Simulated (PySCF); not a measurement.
Species: C4H9NSi2.
Numbering: `[N:1]#[C:2][Si@@H:3]1[CH2:4][CH2:5][CH2:6][SiH2:7]1` (hydrogens: H8 on Si3; H9, H10 on C4; H11, H12 on C5; H13, H14 on C6; H15, H16 on Si7)

A linear-response calculation (PySCF, def2-SVPD basis, gas phase, vertical, core orbitals frozen in the response) gave these numbers; the functional is withheld.

Orbital energies (eV): HOMO-3 -9.65, HOMO-2 -9.24, HOMO-1 -9.08, HOMO -7.91, LUMO -0.67, LUMO+1 -0.59, LUMO+2 -0.13.

```json
{"state": "S1", "E (eV)": "5.94", "f": "0.016", "main configurations (H = HOMO, L = LUMO)": "H→L (85%), H→L+1 (10%)"}
{"state": "S2", "E (eV)": "6.22", "f": "0.092", "main configurations (H = HOMO, L = LUMO)": "H→L+1 (73%), H→L+2 (10%), H→L (9%)"}
{"state": "S3", "E (eV)": "6.75", "f": "0.160", "main configurations (H = HOMO, L = LUMO)": "H→L+2 (80%)"}
{"state": "S4", "E (eV)": "6.95", "f": "0.018", "main configurations (H = HOMO, L = LUMO)": "H-1→L+1 (32%), H-2→L+1 (25%)"}
{"state": "S5", "E (eV)": "7.14", "f": "0.0096", "main configurations (H = HOMO, L = LUMO)": "H→L+4 (37%), H→L+3 (21%), H-1→L+1 (10%)"}
{"state": "S6", "E (eV)": "7.26", "f": "0.084", "main configurations (H = HOMO, L = LUMO)": "H-1→L (50%), H-2→L+1 (11%), H→L+3 (9%)"}
```

Triplets (Tamm–Dancoff): T1 5.29 eV, H→L+1 (81%); T2 5.44 eV, H→L (87%); T3 5.77 eV, H→L+2 (28%), H-2→L (10%), H-1→L (8%); T4 5.96 eV, H→L+2 (53%), H-1→L (10%), H-2→L (8%).

Vertical ionisation energy by ΔSCF with the same functional: 9.66 eV. Mean static polarisability: 104.0 au.

**Question.** Which of these was used?
A. PBE
B. wB97X-D
C. PBE0
D. HF

**Answer.** C. PBE0 is a global hybrid with 25% exact exchange. In this run −ε(HOMO) = 7.91 eV differs from the ΔSCF value by -1.75 eV, and S1 differs from the orbital gap of 7.23 eV by -1.29 eV. The ratio −ε(HOMO)/IP is 0.82. Usual ranges for neutral molecules in this basis: 0.7 to 0.83 with PBE0, 0.5 to 0.7 with PBE, 0.89 to 0.99 with wB97X-D; Hartree–Fock can't fall below 1, since the ion's relaxation only lowers the ΔSCF value.

Level of theory: TDDFT PBE0/def2-SVPD, vertical, gas phase, core orbitals frozen in the response in PySCF 2.14.0, density-fitted response routines. Isolated species at its PBE0-D3(BJ)/def2-SVP geometry (one conformer only).

On one thread of an Arm Neoverse N1, no GPU, shared host with 64 logical CPUs at a one-minute load of 58, this took 4.4 min wall and 0.89 GiB of memory at its peak.
